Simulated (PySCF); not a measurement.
## Cu³⁺ (copper, charge +3) across methods

[Ar] 3d8, high-spin 3F determinant. All numbers are calculated (PySCF 2.14, the non-relativistic Hamiltonian (point nucleus), in dyall-av2z).

```csv
method,E (hartree),mean ε 3p β (eV),mean ε 3d α (eV),mean ε 3d β (eV),Σ⟨r²⟩ (bohr²),⟨S²⟩
PBE0,-1637.865,-120.20,-53.508,-51.393,12.83,2.001
PBE,-1637.812,-115.31,-50.231,-48.336,12.93,2.000
LDA,-1635.249,-115.43,-50.544,-48.453,12.94,2.001
TPSSh,-1638.112,-117.72,-51.448,-49.596,12.87,2.001
wB97X-V,-1637.950,-122.24,-55.777,-53.817,12.85,2.001
B97-3,-1637.957,-120.52,-53.630,-51.558,12.79,2.001
r2SCAN,-1638.087,-116.87,-50.687,-48.823,12.81,2.001
HSE06,-1637.867,-119.78,-53.057,-50.957,12.84,2.001
UHF,-1636.80039,-133.49,-62.382,-59.491,12.64,2.002
```
